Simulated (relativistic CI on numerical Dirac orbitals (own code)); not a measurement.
Electric-dipole lines of Ni IV

Computed by Dirac-Coulomb-Breit CI, KLI orbitals optimised for each configuration, QED by a radiative potential, valence Slater integrals scaled by 0.85, P86 correlation energy added to each configuration (own radial code, finite nucleus).

Configurations in the expansion (outside the closed core [Ne] 3s2): 3p6 3d7, 3p6 3d6 4s, 3p6 3d6 4p, 3p6 3d6 4d, 3p6 3d6 5s, 3p6 3d5 4s2, 3p6 3d6 5p, 3p5 3d8, 3p6 3d6 4f, 3p6 3d6 5d, 3p6 3d5 4s 4p, 3p6 3d6 5g, 3p4 3d9. Levels of other configurations are missing.

```tsv
λ vac (nm)	Lower	Upper	A (s⁻¹)	gf	Branching (%)
47.089	3p6 3d7 4F_7/2 [2]	3p6 3d6 4p 4F°_7/2 [155]	1.22e+09	3.24e-01	48.6
47.191	3p6 3d7 4F_5/2 [3]	3p6 3d6 4p 4F°_5/2 [158]	1.70e+09	3.41e-01	55.5
47.217	3p6 3d7 4F_9/2 [1]	3p6 3d6 4p 4F°_9/2 [144]	1.13e+09	3.77e-01	36.6
47.396	3p6 3d7 4F_9/2 [1]	3p6 3d6 4p 4G°_11/2 [137]	8.83e+08	3.57e-01	44.6
47.474	3p6 3d7 4F_7/2 [2]	3p6 3d6 4p 4F°_9/2 [144]	9.45e+08	3.19e-01	30.7
47.763	3p6 3d7 4F_9/2 [1]	3p6 3d6 4p 4D°_7/2 [130]	2.66e+09	7.28e-01	66.8
47.827	3p6 3d7 4F_7/2 [2]	3p6 3d6 4p 4D°_5/2 [132]	1.63e+09	3.36e-01	48.1
48.980	3p6 3d7 4F_9/2 [1]	3p6 3d6 4p 4G°_11/2 [105]	1.77e+09	7.66e-01	66.7
49.123	3p6 3d7 4F_7/2 [2]	3p6 3d6 4p 4G°_9/2 [109]	1.35e+09	4.88e-01	52.3
49.149	3p6 3d7 2G_9/2 [8]	3p6 3d6 4p 2G°_9/2 [184]	2.18e+09	7.89e-01	55.0
51.063	3p6 3d7 2H_9/2 [15]	3p6 3d6 4p 2H°_9/2 [188]	2.69e+09	1.05e+00	67.9
51.551	3p6 3d7 2H_11/2 [13]	3p6 3d6 4p 2H°_11/2 [175]	2.25e+09	1.07e+00	49.7
51.592	3p6 3d7 2H_11/2 [13]	3p6 3d6 4p 2G°_9/2 [174]	2.21e+09	8.83e-01	48.4
53.610	3p6 3d7 4F_9/2 [1]	3p6 3d6 4p 4F°_9/2 [92]	9.34e+08	4.02e-01	50.1
53.712	3p6 3d7 4F_9/2 [1]	3p6 3d6 4p 4D°_7/2 [89]	2.35e+09	8.11e-01	59.2
53.858	3p6 3d7 4F_7/2 [2]	3p6 3d6 4p 4D°_5/2 [93]	2.11e+09	5.51e-01	54.0
53.959	3p6 3d7 4F_5/2 [3]	3p6 3d6 4p 4D°_3/2 [94]	2.11e+09	3.68e-01	53.9
57.597	3p6 3d7 4P_5/2 [5]	3p6 3d6 4p 4P°_5/2 [102]	1.61e+09	4.81e-01	50.2
155.23	3p6 3d6 4s 6D_9/2 [20]	3p6 3d6 4p 6D°_7/2 [68]	3.05e+08	8.81e-01	35.7
157.11	3p6 3d6 4s 6D_7/2 [21]	3p6 3d6 4p 6D°_7/2 [68]	3.87e+08	1.15e+00	45.3
```

Terms are leading LS components. Brackets give the number of a level in order of energy, since labels repeat. The list gives strong lines, with weight on those to low levels, without lines whose two gauges differ by over a factor of 2.5, among the lowest 200 of 2319 levels, so that lines to higher ones, which can be the strongest, are missing, and without lines across small gaps between configurations, and without 111 lines that miss the measured interval by over 3.5 %, start from a term whose rates miss tabulated ones by over 60 %, have gauges far apart or, lacking measured levels, span too small a gap for the errors found; lines with a level outside our table were not tested and can miss by more. Levels whose partners in the same complex of configurations lie outside the list can be far off, and so can their lines. Rates are taken at the computed energies, electric ones in the length gauge.

For a near-neutral ion this model can misplace configurations by up to about 10,000 cm⁻¹ (more where the count of f electrons changes) and terms by 10 to 25 % of their spread. Rates follow the energies as ν³ (E1, M1) or ν⁵ (E2), so they and the lifetimes can be off by large factors. The fine structure of a lone outer electron comes out too small, for d and f at times inverted, and misplaced configurations move strength between like terms. 50 of the 54 excited levels that our extract of the measured tables holds in this range could be paired (the sources list more); they are missed by 1145 cm⁻¹ on average and 4677 at most, and levels without a partner can miss by more.
